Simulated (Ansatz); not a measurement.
One geometry of C9H18O, SMILES `CCCCCCCC(C)=O`, several functionals.

```yaml
crystal:
  periodic: [false, false, false]
  atoms:
    - {symbol: C, position_ang: [-1.634134, 0.762020, 3.461161]}
    - {symbol: C, position_ang: [-0.770763, -0.432372, 3.087885]}
    - {symbol: C, position_ang: [0.340241, -0.109850, 2.097320]}
    - {symbol: C, position_ang: [-0.151006, 0.334801, 0.728753]}
    - {symbol: C, position_ang: [0.988269, 0.552821, -0.254098]}
    - {symbol: C, position_ang: [0.555007, 1.102331, -1.606980]}
    - {symbol: C, position_ang: [-0.443984, 0.214254, -2.356917]}
    - {symbol: C, position_ang: [0.055011, -1.201362, -2.523870]}
    - {symbol: C, position_ang: [1.201543, -1.414461, -3.476485]}
    - {symbol: O, position_ang: [-0.436622, -2.119928, -1.913356]}
    - {symbol: H, position_ang: [-2.177750, 1.155985, 2.599374]}
    - {symbol: H, position_ang: [-2.374548, 0.493638, 4.218265]}
    - {symbol: H, position_ang: [-1.024411, 1.574984, 3.867245]}
    - {symbol: H, position_ang: [-0.322993, -0.848246, 3.996526]}
    - {symbol: H, position_ang: [-1.402068, -1.225489, 2.670808]}
    - {symbol: H, position_ang: [0.989546, 0.667431, 2.521060]}
    - {symbol: H, position_ang: [0.971225, -0.997048, 1.970201]}
    - {symbol: H, position_ang: [-0.727318, 1.263206, 0.818718]}
    - {symbol: H, position_ang: [-0.836961, -0.423382, 0.335938]}
    - {symbol: H, position_ang: [1.715226, 1.245686, 0.184814]}
    - {symbol: H, position_ang: [1.523532, -0.394843, -0.392606]}
    - {symbol: H, position_ang: [0.094620, 2.086494, -1.470377]}
    - {symbol: H, position_ang: [1.438792, 1.267194, -2.231633]}
    - {symbol: H, position_ang: [-1.393679, 0.165660, -1.822567]}
    - {symbol: H, position_ang: [-0.631476, 0.647009, -3.345406]}
    - {symbol: H, position_ang: [2.047603, -0.774419, -3.212314]}
    - {symbol: H, position_ang: [1.509440, -2.458181, -3.462014]}
    - {symbol: H, position_ang: [0.897659, -1.133929, -4.489445]}
basis:
  gaussian: {orbitals: def2-TZVPP}
hamiltonian: {xc: {name: r2SCAN0}, dispersion: d4}
output: {orbitals: {seedname: orbitals}}
```

```sh
$ ansatz run in.yaml --threads 4 --pin off --events-out ev --progress --plain --max-ram 41984MiB --backend cuda --devices 0, --max-vram 37GiB
```

Output, abridged:

```
Functional definition: r2SCAN0
2833 factors; their error is unknown
mean field evaluation 1: about -11652.0067 eV, gradient 9.1e1 eV
mean field evaluation 2: about -11648.3689 eV, gradient 9.9e1 eV
mean field evaluation 4: about -11670.7218 eV, gradient 7.8e0 eV
mean field evaluation 8: about -11670.8441 eV, gradient 4.2e-1 eV
mean field evaluation 16: about -11670.8048 eV, gradient 7.0e-4 eV
mean field -11670.80484572 eV, -428.8941673247 hartree, gradient 1.6e-5 eV, S^2 0.000000; 0 other end points of the search recorded, 0 dependent functions left out
reference -11670.80486026 eV, -428.8941678590 hartree; 40, 40 occupied and 522, 522 virtual orbitals, 2833 factors
Total energy: -11671.01656860 eV, -428.9019479969 hartree
```

Run time 3 s (4 threads of an AMD EPYC 7R13 on a shared host and a share of an NVIDIA H100 80 GB); peak host memory 1.5 GiB.

With the line `hamiltonian: {xc: {name: BHLYP}, dispersion: d4}` (abridged; 2.5 s):

```
Functional definition: BHLYP
mean field evaluation 16: about -11671.6444 eV, gradient 2.1e-4 eV
mean field -11671.64443643 eV, -428.9250217140 hartree, gradient 6.1e-5 eV, S^2 0.000000
Total energy: -11672.34942103 eV, -428.9509294204 hartree
```

The same input with `hamiltonian: {xc: {name: B97M-V}}` (abridged; 6 s):

```
Functional definition: B97M-V
mean field evaluation 16: about -11678.7792 eV, gradient 1.3e-3 eV
mean field -11678.77920652 eV, -429.1872196786 hartree, gradient 3.3e-5 eV, S^2 0.000000
Total energy: -11678.77929701 eV, -429.1872230043 hartree
```

Changing it to `hamiltonian: {xc: {name: r2SCANh}, dispersion: d4}` (abridged; 2.7 s):

```
Functional definition: r2SCANh
mean field evaluation 16: about -11671.3995 eV, gradient 1.1e-3 eV
mean field -11671.39953290 eV, -428.9160216754 hartree, gradient 3.6e-5 eV, S^2 0.000000
Total energy: -11671.59429887 eV, -428.9231791926 hartree
```

Changing it to `hamiltonian: {xc: {name: LC-wPBE}}` (abridged; 2.7 s):

```
Functional definition: LC-wPBE
mean field evaluation 16: about -11671.8371 eV, gradient 3.5e-4 eV
mean field -11671.83714598 eV, -428.9321036592 hartree, gradient 4.4e-5 eV, S^2 0.000000
Total energy: -11671.83714599 eV, -428.9321036596 hartree
```
